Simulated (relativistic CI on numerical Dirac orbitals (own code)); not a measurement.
Level scheme of Tl XXXIX

These numbers are calculated, not measured: Dirac-Coulomb-Breit CI, KLI orbitals optimised for each configuration, a model potential for QED, unscaled Slater integrals (own radial code, finite nucleus).

Configuration list (outside the closed core [Ar] 3d10): 4s²4p⁶4d⁷, 4s²4p⁶4d⁶4f, 4s²4p⁵4d⁸, 4s4p⁶4d⁸, 4s²4p⁵4d⁷4f, 4s4p⁶4d⁷4f, 4s²4p⁶4d⁶5s, 4s²4p⁶4d⁵4f5s, 4s²4p⁶4d⁶5p, 4s²4p⁵4d⁷5s, 4s²4p⁶4d⁶5f, 4p⁶4d⁸4f, 4s²4p⁶4d⁵5s5p, 4s²4p⁶4d⁶6s, 4s4p⁶4d⁷5s, 4p⁶4d⁹, 4p⁵4d¹⁰, 4p⁵4d⁹4f, 4s²4p⁶4d⁵5s², 4s²4p⁶4d⁴4f5s², 4s²4p⁵4d⁵4f5s², 4s4p⁶4d⁵4f5s², 4p⁶4d⁸5s, 4p⁵4d⁹5s, 4p⁵4d⁸4f5s, 4p⁶4d⁷5s², 4p⁶4d⁶4f5s², 4p⁵4d⁸5s², 4p⁵4d⁷4f5s². Double excitations out of closed p, d and f shells are left out; levels of such configurations are missing from the list, as are those of other unlisted configurations, and high levels can miss mixing partners.

The lowest level is 4s²4p⁶4d⁷ ⁴F9/2, with 59 % of that term; Hund's rules for 4s²4p⁶4d⁷ give ⁴F with J = 9/2, in agreement.

| No. | Configuration | Term | J | E (cm⁻¹) | % | Landé g | jj configuration (%) |
| --- | --- | --- | --- | --- | --- | --- | --- |
| 1 | 4s²4p⁶4d⁷ | ⁴F | 9/2 | 0 | 59 | 1.228 | 4d5/2^3 (98) |
| 2 | 4s²4p⁶4d⁷ | ²P | 3/2 | 47686 | 49 | 1.214 | 4d5/2^3 (98) |
| 3 | 4s²4p⁶4d⁷ | ²D | 5/2 | 76918 | 49 | 1.225 | 4d5/2^3 (95) |
| 4 | 4s²4p⁶4d⁷ | ⁴F | 7/2 | 213840 | 85 | 1.187 | 4d3/2^3 4d5/2^4 (98) |
| 5 | 4s²4p⁶4d⁷ | ²H | 9/2 | 241152 | 36 | 1.111 | 4d3/2^3 4d5/2^4 (97) |
| 6 | 4s²4p⁶4d⁷ | ⁴P | 3/2 | 251760 | 35 | 1.015 | 4d3/2^3 4d5/2^4 (98) |
| 7 | 4s²4p⁶4d⁷ | ⁴P | 5/2 | 258055 | 58 | 1.381 | 4d3/2^3 4d5/2^4 (97) |
| 8 | 4s²4p⁶4d⁷ | ⁴P | 1/2 | 265415 | 51 | 1.686 | 4d3/2^3 4d5/2^4 (99) |
| 9 | 4s²4p⁶4d⁷ | ²H | 11/2 | 271758 | 99 | 1.086 | 4d3/2^3 4d5/2^4 (99) |
| 10 | 4s²4p⁶4d⁷ | ²F | 7/2 | 296869 | 51 | 1.026 | 4d3/2^3 4d5/2^4 (97) |
| 11 | 4s²4p⁶4d⁷ | ²F | 5/2 | 314588 | 63 | 0.991 | 4d3/2^3 4d5/2^4 (96) |
| 12 | 4s²4p⁶4d⁷ | ²D | 3/2 | 385937 | 87 | 0.794 | 4d3/2^3 4d5/2^4 (96) |
| 13 | 4s²4p⁶4d⁷ | ⁴F | 5/2 | 459009 | 60 | 1.101 | 4d3/2^2 4d5/2^5 (97) |
| 14 | 4s²4p⁶4d⁷ | ⁴P | 3/2 | 472026 | 38 | 1.167 | 4d3/2^2 4d5/2^5 (97) |
| 15 | 4s²4p⁶4d⁷ | ²H | 9/2 | 491106 | 58 | 1.000 | 4d3/2^2 4d5/2^5 (99) |
| 16 | 4s²4p⁶4d⁷ | ²P | 1/2 | 493856 | 51 | 1.641 | 4d3/2^2 4d5/2^5 (99) |
| 17 | 4s²4p⁶4d⁷ | ²F | 7/2 | 504035 | 47 | 1.042 | 4d3/2^2 4d5/2^5 (96) |
| 18 | 4s²4p⁶4d⁷ | ²D | 5/2 | 598706 | 71 | 1.164 | 4d3/2^2 4d5/2^5 (97) |
| 19 | 4s²4p⁶4d⁷ | ²D | 3/2 | 729452 | 54 | 0.850 | 4d3/2 4d5/2^6 (97) |
| 20 | 4s²4p⁵4d⁸ | ⁴G° | 11/2 | 1778084 | 87 | 1.252 | 4p3/2^3 4d5/2^4 (92) |
| 21 | 4s²4p⁵4d⁸ | ⁴F° | 9/2 | 1790138 | 40 | 1.231 | 4p3/2^3 4d5/2^4 (66) |
| 22 | 4s²4p⁵4d⁸ | ²D° | 5/2 | 1796676 | 50 | 1.181 | 4p3/2^3 4d5/2^4 (85) |
| 23 | 4s²4p⁵4d⁸ | ²P° | 1/2 | 1810526 | 35 | 1.122 | 4p3/2^3 4d5/2^4 (68) |
| 24 | 4s²4p⁵4d⁸ | ⁴D° | 7/2 | 1818302 | 29 | 1.280 | 4p3/2^3 4d5/2^4 (52) |
| 25 | 4s²4p⁵4d⁸ | ²F° | 7/2 | 1819737 | 39 | 1.198 | 4p3/2^3 4d5/2^4 (69) |
| 26 | 4s²4p⁶4d⁶4f | ⁴G° | 9/2 | 1837185 | 20 | 1.090 | 4d5/2^2 4f5/2 (77) |
| 27 | 4s²4p⁶4d⁶4f | ⁴H° | 11/2 | 1844341 | 22 | 1.175 | 4d5/2^2 4f5/2 (81) |
| 28 | 4s²4p⁵4d⁸ | ²P° | 3/2 | 1846473 | 17 | 1.251 | 4d5/2^2 4f5/2 (44) |
| 29 | 4s²4p⁶4d⁶4f | ⁴D° | 5/2 | 1858940 | 20 | 1.252 | 4d5/2^2 4f5/2 (80) |
| 30 | 4s²4p⁶4d⁶4f | ⁴D° | 3/2 | 1868583 | 25 | 1.286 | 4d5/2^2 4f5/2 (92) |
| 31 | 4s²4p⁶4d⁶4f | ⁴D° | 1/2 | 1873716 | 52 | 0.465 | 4d5/2^2 4f5/2 (80) |
| 32 | 4s²4p⁶4d⁶4f | ⁴F° | 5/2 | 1876865 | 19 | 1.112 | 4d5/2^2 4f5/2 (86) |
| 33 | 4s²4p⁶4d⁶4f | ⁴H° | 13/2 | 1877739 | 27 | 1.182 | 4d5/2^2 4f5/2 (62) |
| 34 | 4s²4p⁵4d⁸ | ⁴D° | 7/2 | 1892596 | 14 | 1.143 | 4d5/2^2 4f5/2 (38) |
| 35 | 4s²4p⁶4d⁶4f | ²G° | 9/2 | 1899038 | 19 | 1.119 | 4d5/2^2 4f5/2 (82) |
| 36 | 4s²4p⁶4d⁶4f | ⁴F° | 7/2 | 1907666 | 26 | 1.121 | 4d5/2^2 4f5/2 (78) |
| 37 | 4s²4p⁶4d⁶4f | ⁴F° | 3/2 | 1913591 | 20 | 1.038 | 4d5/2^2 4f7/2 (36) |
| 38 | 4s²4p⁶4d⁶4f | ⁴H° | 13/2 | 1925170 | 30 | 1.125 | 4d5/2^2 4f7/2 (59) |
| 39 | 4s²4p⁵4d⁸ | ²D° | 5/2 | 1931329 | 33 | 1.157 | 4p3/2^3 4d5/2^4 (60) |
| 40 | 4s²4p⁶4d⁶4f | ⁴F° | 7/2 | 1933057 | 22 | 1.279 | 4d5/2^2 4f7/2 (64) |
| 41 | 4s²4p⁶4d⁶4f | ⁴I° | 15/2 | 1934734 | 40 | 1.204 | 4d5/2^2 4f7/2 (95) |
| 42 | 4s²4p⁵4d⁸ | ²P° | 3/2 | 1942931 | 40 | 1.202 | 4p3/2^3 4d5/2^4 (78) |
| 43 | 4s²4p⁶4d⁶4f | ²F° | 5/2 | 1960491 | 29 | 0.980 | 4d5/2^2 4f5/2 (61) |
| 44 | 4s²4p⁶4d⁶4f | ⁴G° | 11/2 | 1961596 | 37 | 1.222 | 4d5/2^2 4f7/2 (89) |
| 45 | 4s²4p⁶4d⁶4f | ²G° | 9/2 | 1962191 | 19 | 1.167 | 4d5/2^2 4f7/2 (52) |

Energies count from the lowest computed level; ° marks odd parity. Filled j subshells are mostly left out of the jj labels.

The mean weight of the leading LS term, summed over parents, in these 45 levels is 42 %, and that of the leading jj configuration (from the same eigenvectors) 82 %, so jj coupling describes them better and the LS labels are nominal.

At this charge energies of transitions that change n are usually good to better than 1 %, and those within a shell (Δn = 0) to a few per cent. Terms inside the open d or f shell come out 10 to 20 % too wide with unscaled integrals.

LS names give the leading component of a level, which can be under half, so a name can repeat, a term be missing and a line seem to break the LS rules.
